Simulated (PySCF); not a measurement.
BCl2, SMILES Cl[B]Cl (connectivity only; charge and spin as stated), charge +1, multiplicity 1.

The structure is a stationary point at B3LYP-D3(BJ)/def2-TZVP. The multiplicity is an assumed one; other spin states were not compared. The isomer is the one that the SMILES or the coordinates give; other isomers of the formula were not compared.

Two levels are set side by side: TDDFT-PBE/def2-TZVPD (PySCF) and TDDFT-LC-ωPBE/def2-TZVPD (PySCF). Vertical, same geometry. The lowest singlet is HOMO→LUMO+1 50 %, HOMO−1→LUMO 50 % with PBE and HOMO−1→LUMO 50 %, HOMO→LUMO+1 50 % with the other functional; states are paired by order. Differences are taken from unrounded values.

```tsv
quantity	TDDFT-PBE
lowest singlet excitation (eV)	6.33
lowest triplet excitation (TDA) (eV)	5.80
first bright state (f over 0.05) (eV)	8.48
its oscillator strength	0.74
```

Question: These are the TDDFT-PBE values. What does TDDFT-LC-ωPBE give? (An estimate is asked for; the answer gives what the named calculation found.)

Answer: 
| quantity | TDDFT-LC-ωPBE | TDDFT-PBE minus TDDFT-LC-ωPBE |
|---|---|---|
| lowest singlet excitation (eV) | 6.89 | -0.56 |
| lowest triplet excitation (TDA) (eV) | 6.30 | -0.50 |
| first bright state (f over 0.05) (eV) | 9.06 | -0.58 |
| its oscillator strength | 0.81 | -0.07 |

A lower first singlet is the usual sign of a functional without exact exchange. Differences between two approximate levels are no errors against the true value.

Rough cost on one machine, each run with all the roots and properties that it gave: TDDFT-LC-ωPBE against TDDFT-PBE about 3 times.
